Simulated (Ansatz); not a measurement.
Consider the formal exchange of groups at a Ge–N bond: `C=C[N](C)[GeH3]` + `CN(C)BF` → `C[N]([GeH3])BF` + `C=CN(C)C`.

Calculated with Ansatz (gas phase, PBE0-D4/def2-TZVP geometries, no zero-point term in ΔE). CCSD(T)/CBS is the MP2 limit (def2-TZVPP, def2-QZVPP) plus CCSD(T) − MP2 in def2-TZVPP, frozen cores. Functionals use def2-TZVPP. For Ge outer-core shells are correlated without core-valence functions, which leaves a few kJ/mol of doubt a bond. Scalar relativity is left out up to krypton. One conformer a species, not always the lowest.

```
             level  ΔE (kcal/mol)
          PBE-QIDH            0.9
           r2SCANh            0.8
  CCSD(T)/def2-SVP            1.4
SCS-MP2/def2-QZVPP            1.1
```

Q: What does CCSD(T)/CBS give? (An estimate is asked.)

A: Computed: +1.0 kcal/mol. The listed levels differ from it by -0.1, -0.2, 0.4, 0.1 kcal/mol.

Largest T1 diagnostic among the species: 0.012.

Leaving LDA and LC-ωPBE aside and taking each functional with its dispersion term where it has one, the values, not all of them listed here, spread over 0.3 kcal/mol, from ωB97M-V to CAM-B3LYP-D4.

CCSD(T)/CBS has its own doubt, a few kJ/mol and more with outer-core shells, so smaller differences from it don't rank the levels.
